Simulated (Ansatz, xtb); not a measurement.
## CH9GeNOSi: which of two isomers lies lower

We compare a, `CN[SiH2][O][GeH3]`, a singlet, with b, `CO[SiH2][NH][GeH3]`, a singlet. Both are isolated molecules in the gas phase, relaxed with B3LYP-D3(BJ)/def2-SVP, each in the lowest conformer that the search found.

Estimate which is lower in electronic energy at CCSD(T)/def2-SVP + ΔMP2/def2-TZVPP, and by roughly how much.

The CCSD(T)/def2-SVP + ΔMP2/def2-TZVPP calculation puts structure a lower, by 9.7 kcal/mol.

The same difference at several levels:

| level | geometry | E(b) − E(a) (kcal/mol) | departure from the last row (kcal/mol) | job, with rough time for the two |
| --- | --- | --- | --- | --- |
| B3LYP-D3(BJ)/def2-SVP | B3LYP-D3(BJ)/def2-SVP | +9.9 | +0.1 | optimisation, 3.3 min |
| HF/def2-SVP | B3LYP-D3(BJ)/def2-SVP | +10.1 | +0.4 | part of the CCSD(T) run |
| MP2/def2-SVP | B3LYP-D3(BJ)/def2-SVP | +10.9 | +1.2 | part of the CCSD(T) run |
| CCSD(T)/def2-SVP | B3LYP-D3(BJ)/def2-SVP | +10.3 | +0.6 | single point |
| CCSD(T)/def2-SVP + ΔMP2/def2-TZVPP | B3LYP-D3(BJ)/def2-SVP | +9.7 |  | single point, 54 s |

As drawn, b has 1 C–O, 1 Ge–N in place of 1 C–N, 1 Ge–O.

None of the levels shown reverses the order. The largest departure from CCSD(T)/def2-SVP + ΔMP2/def2-TZVPP is that of MP2/def2-SVP, 1.2 kcal/mol. Levels run at GFN2-xTB geometries aren't shown. The last row adds to CCSD(T) the change of the MP2 difference between the two basis sets, here −0.6 kcal/mol.

With thermal terms from frequencies at re-optimised GFN2-xTB minima (ideal gas, soft modes damped towards free rotors, one conformer each, 298.15 K, 1 atm): the zero-point term adds 0.0 kcal/mol; ΔH is +9.7 and ΔG +9.6 kcal/mol.

The correlated steps freeze 17 core orbitals; the filled d shell of Ge is correlated, in a basis made for valence electrons. Codes used: Ansatz 0.2.0, xtb 6.7.1; the last row on 4 threads of Arm Neoverse V2 on a shared host.
